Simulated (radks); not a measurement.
Task: Sb2+, 49 electrons, occupied as [Kr] 4d10 5s2 5p0.75 6s0.25 (fractional occupations, a model configuration). Calculated with a radial shooting solver on a logarithmic mesh with Libxc functionals: scalar-relativistic Kohn-Sham, B86b exchange with PBE correlation, spin-polarised, spherical densities, finite nucleus; open shells are filled with parallel spins first (spin-orbit coupling, left out, can overturn this in heavy ions); Fermi nuclear charge, rms radius 4.6802 fm. Some entries of the table are withheld. Estimate them.

orbital  occ.  eigenvalue (eV)  <r^2> (bohr^2)  <r> (bohr)
1s up       1        -30327.15        0.001094     0.02842
1s down     1        -30327.12        0.001094     0.02842
2s up       1        -4631.599         0.01773      0.1226
2s down     1        -4631.591         0.01773      0.1226
2p up       3        -4160.114         0.01401      0.1071
2p down     3        -4160.097         0.01401      0.1071
3s up       1        -923.8706          0.1249      0.3305
3s down     1        -923.8500          0.1249      0.3305
3p up       3        -770.1503          0.1254      0.3287
3p down     3        -770.1270          0.1254      0.3287
3d up       5        -535.5604          0.1106      0.3054
3d down     5        -535.5390          0.1106      0.3054
4s up       1        -168.4204          0.7069      0.7907
4s down     1        -168.3683          0.7067      0.7906
4p up       3        -121.3647          0.8285      0.8520
4p down     3        -121.3058          0.8277      0.8517
4d up       5         -53.0063           1.239       1.025
4d down     5         -52.8828           1.231       1.023
5s up       1              (1)           4.862       2.080
5s down     1              (2)           4.824       2.071
5p up    0.75         -21.1923           6.919       2.475
5p down     0         -20.3814           6.885       2.468
6s up    0.25         -10.5756           25.25       4.758

Result: 
(1) 5s up eigenvalue (eV): -30.6158
(2) 5s down eigenvalue (eV): -29.8896
